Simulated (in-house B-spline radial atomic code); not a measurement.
How numerical settings move a run on Gd⁺, [Xe] 4f7 5d1 6s1. Computed with an all-electron radial atomic-structure program (B-spline basis): Dirac-Kohn-Sham PBE0, spherical fractional occupations, Fermi nucleus of rms radius 5.1569 fm.

Command:
```bash
python run_scf.py task.json out
```
Settings of the sound reference run:
```
Z                64
electrons        63
configuration    [Xe] 4f7 5d1 6s1
hamiltonian      dirac
method           pbe0
spin_polarised   False
nucleus          fermi
rms_radius       5.1569
mass_number      158
atomic_mass      157.9241
speed_of_light   137.036
knot_spacing     0.22
spline_order     8
gauss_points     12
box_radius       35.29
max_iterations   70
damping          0.5
damped_steps     3
diis_vectors     10
tolerance        1e-08
start            Thomas-Fermi
```

Run time, properties included: 2.8 s on 1 thread of Arm Neoverse N1, with other jobs on the host.

It converges in 10 iterations to -11278.105475 hartree, with 5d5/2 at -7.54222 eV. The other runs change the listed settings, some to values that make no sense; their results aren't properties of the atom or ion. Radii are in bohr (the nuclear one in fm), a minus after a letter asks for a j subshell, and «unchanged» means within 1e-8 hartree. The run stops when the residual is below 10 × tolerance × max(1, Z/10), or a noise floor if that is larger, and the energy moves by less than 1e-8 × √|E| hartree; so very loose and very tight tolerances often act alike.

```tsv
changed settings	outcome
box_radius = 3.53	converged in 10 iterations, energy +9.70e-01 hartree from the reference, 5d5/2 level +1.0e+01 eV (the program warns: 5d5/2 has a positive eigenvalue: unbound, held by the box; 5d3/2 has a positive eigenvalue: unbound, held by the box)
knot_spacing = 1.4, spline_order = 5, first_knot = 1.56e-06, max_iterations = 60, diis_vectors = 4	converged in 8 iterations, energy +4.48e+02 hartree from the reference, 5d5/2 level -1.5e+01 eV
box_radius = 7.06, max_iterations = 75, damping = 0.8, damped_steps = 0, tolerance = 1e-06	converged in 9 iterations, energy +1.42e-02 hartree from the reference, 5d5/2 level +4.4e-01 eV (the program warns: 5d5/2 reaches the box edge; 5p1/2 reaches the box edge)
electrons = 65, configuration = [Xe] 4f7 5d1 6s3, max_iterations = 100	stopped with error: shell 6s holds at most 2 electrons
box_radius = 7.06	converged in 10 iterations, energy +1.42e-02 hartree from the reference, 5d5/2 level +4.4e-01 eV (the program warns: 5d5/2 reaches the box edge; 5p1/2 reaches the box edge)
box_radius = 5.29	converged in 10 iterations, energy +1.05e-01 hartree from the reference, 5d5/2 level +2.0e+00 eV (the program warns: 5d5/2 reaches the box edge; 5s1/2 reaches the box edge)
box_radius = 141.16	converged in 10 iterations, energy unchanged
max_iterations = 2	not converged after 2 iterations, last residual 1.1e+00, last energy +2.78e+01 hartree from the reference
electrons = 71, configuration = [Xe] 4f7 5d1 6s1 8s2 8p6, max_iterations = 75	converged in 13 iterations to -11277.2892 hartree, a different physical problem (warning: 5d5/2 has a positive eigenvalue: unbound, held by the box)
first_knot = 1.56e-05	converged in 10 iterations, energy -4.50e-08 hartree from the reference, 5d5/2 level +4.7e-07 eV
first_knot = 0.00156	converged in 10 iterations, energy -3.00e-01 hartree from the reference, 5d5/2 level +1.6e-04 eV
gauss_points = 8, box_radius = 7.06, max_iterations = 50, start = bare nucleus	converged in 13 iterations, energy +1.42e-02 hartree from the reference, 5d5/2 level +4.4e-01 eV (the program warns: 5d5/2 reaches the box edge; 5p1/2 reaches the box edge)
max_iterations = 5	not converged after 5 iterations, last residual 4.3e-02, last energy +3.81e-02 hartree from the reference
box_radius = 1.41	converged in 8 iterations, energy +7.81e+01 hartree from the reference, 5d5/2 level +2.8e+02 eV (the program warns: 5d5/2 has a positive eigenvalue: unbound, held by the box; 5s1/2 has a positive eigenvalue: unbound, held by the box)
method = r2scan	stopped with error: meta-GGAs are not served with the Dirac Hamiltonian
spline_order = 4, max_iterations = 60, damping = 0.8, tolerance = 1e-05	converged in 11 iterations, energy +7.81e-03 hartree from the reference, 5d5/2 level -7.2e-04 eV
box_radius = 2.12	converged in 8 iterations, energy +1.26e+01 hartree from the reference, 5d5/2 level +6.9e+01 eV (the program warns: 5d5/2 has a positive eigenvalue: unbound, held by the box; 5p1/2 has a positive eigenvalue: unbound, held by the box)
box_radius = 10.59	converged in 10 iterations, energy +1.82e-04 hartree from the reference, 5d5/2 level +1.3e-02 eV (the program warns: 5d5/2 reaches the box edge; 5d3/2 reaches the box edge)
```

Problem. What happens with box_radius = 17.64?

Solution. Converged in 10 iterations, energy unchanged, 5d5/2 level +2.0e-06 eV.

Problem. What happens with first_knot = 0.000156?

Solution. Converged in 10 iterations, energy -5.13e-06 hartree from the reference, 5d5/2 level -4.5e-06 eV.

Problem. What happens with max_iterations = 8?

Solution. Not converged after 8 iterations, last residual 3.2e-04, last energy +3.77e-06 hartree from the reference.

Problem. What happens with max_iterations = 3?

Solution. Not converged after 3 iterations, last residual 2.0e-01, last energy +1.17e+00 hartree from the reference.
